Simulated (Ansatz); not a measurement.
Computed with Ansatz on PBE0-D4/def2-TZVP structures; ΔE is electronic, products minus reactants. CBS: MP2 limit from def2 TZ/QZ plus the TZ coupled-cluster correction, frozen cores. This one scheme is used for every species. Each species was taken in one conformer, which may not be the lowest.

Reaction (ligand exchange at the Si–F bond): `F[SiH2]CS` + H₂S → `SC[SiH2]S` + H–F

```tsv
species	HF/def2-QZVPP energy (Eh)
`F[SiH2]CS`	-826.86155
H₂S	-398.71944
`SC[SiH2]S`	-1125.47181
H–F	-100.07004
```

Task: Work out ΔE.

Result: ΔE = (-1125.47181) + (-100.07004) − (-826.86155) − (-398.71944) = 0.03914 Eh = +1.07 eV. CCSD(T)/CBS gives +0.72 eV.

Largest T1 diagnostic among the species: 0.011.

The D4 term adds −0.11 eV with B3LYP and −0.06 eV with PBE0; it sums over pairs of atoms, weighted by their polarisabilities, and B3LYP, whose exchange is more repulsive, gets the larger term. In def2-TZVPP, CCSD(T) changes the Hartree–Fock value by −0.27 eV (the triples alone add −0.05 eV) and MP2 by −0.34 eV.

B3LYP here is the variant with VWN-RPA as its local correlation; programs differ in this.
